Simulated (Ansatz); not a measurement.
Consider the redistribution: `[NH2][Al]([OH])[SiH3]` + `OBF` → `[NH2][Al]([OH])[OH]` + `FB[SiH3]`.

Isolated molecules relaxed with PBE0-D4/def2-TZVP in Ansatz; ΔE leaves out vibrations. CBS: MP2 limit from def2 TZ/QZ plus the TZ coupled-cluster correction, frozen cores. This one scheme is used for every species. DFT in def2-TZVPP. HSE06 is defined as in plane-wave codes. Each species was taken in one conformer, which may not be the lowest.

Is it downhill or uphill in electronic energy at CCSD(T)/CBS, and by how much? (An estimate is asked.)

The calculation gave: Uphill: ΔE = +55.5 kJ/mol.

What do these levels give: revPBE-D4, BLYP-D4, r2SCANh-D4, r2SCANh, HSE06, CAM-B3LYP, CCSD/def2-SVP, HF/def2-TZVPP, SCS-MP2/def2-TZVPP, CCSD/def2-TZVPP, SCS-MP2/def2-QZVPP, CCSD/CBS(def2)? (Estimate.)

The calculation gave: revPBE-D4 66.3, BLYP-D4 58.8, r2SCANh-D4 62.3, r2SCANh 61.9, HSE06 68.5, CAM-B3LYP 57.1, CCSD/def2-SVP 80.5, HF/def2-TZVPP 53.5, SCS-MP2/def2-TZVPP 52.6, CCSD/def2-TZVPP 56.4, SCS-MP2/def2-QZVPP 50.6, CCSD/CBS(def2) 53.4 kJ/mol.

Largest T1 diagnostic among the species: 0.014.

Leaving LDA and LC-ωPBE aside and taking each functional with its dispersion term where it has one, the values, not all of them listed here, spread over 13.8 kJ/mol, from B2PLYP to PBE-D4. LDA lies +8.4 kJ/mol from PBE without D4. At CCSD(T), def2-SVP lies +27.9 kJ/mol from the extrapolated value and def2-TZVPP +3.0 kJ/mol.
